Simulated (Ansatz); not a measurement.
Consider the ligand exchange at a B–F bond: `FBCF` + HI → `FCBI` + H–F.

Calculated with Ansatz (gas phase, PBE0-D4/def2-TZVP geometries, no zero-point term in ΔE). CCSD(T)/CBS is the MP2 limit (def2-TZVPP, def2-QZVPP) plus CCSD(T) − MP2 in def2-TZVPP, frozen cores. This one scheme is used for every species. DFT in def2-TZVPP. def2 core potentials past Kr. For I outer-core shells are correlated without core-valence functions, which leaves a few kJ/mol of doubt a bond. One conformer a species, not always the lowest.

Question: Is it downhill or uphill in electronic energy at CCSD(T)/CBS, and by how much? (An estimate is asked.)

Answer: Computed: Uphill: ΔE = +14.4 kcal/mol.

Question: What do these levels give: PBE-D4, BLYP-D4, BHLYP-D4, PBE, HF/def2-TZVPP, HF/CBS(def2)? (An estimate is asked.)

Answer: Ansatz gave: PBE-D4 15.0, BLYP-D4 17.8, BHLYP-D4 18.7, PBE 16.1, HF/def2-TZVPP 22.5, HF/CBS(def2) 22.6 kcal/mol.

Question: What do rigid-rotor, harmonic-oscillator terms from PBE0-D4/def2-TZVP frequencies (298.15 K, 1 bar) make of the CCSD(T)/CBS value? (An estimate is asked.)

Answer: The calculation gave: ΔZPE = +1.0 kcal/mol, ΔH = +15.7 kcal/mol, ΔS = -3 J/(mol·K), ΔG = +15.9 kcal/mol.

Largest T1 diagnostic among the species: 0.012.

The D4 term adds −1.9 kcal/mol with B3LYP and −1.0 kcal/mol with PBE0; it sums over pairs of atoms, weighted by their polarisabilities, and B3LYP, whose exchange is more repulsive, gets the larger term. At CCSD(T), def2-SVP lies +8.0 kcal/mol from the extrapolated value and def2-TZVPP +1.7 kcal/mol. In def2-TZVPP, CCSD(T) changes the Hartree–Fock value by −6.3 kcal/mol (the triples alone add −1.1 kcal/mol) and MP2 by −8.8 kcal/mol.

B3LYP here is the variant with VWN-RPA as its local correlation; programs differ in this.
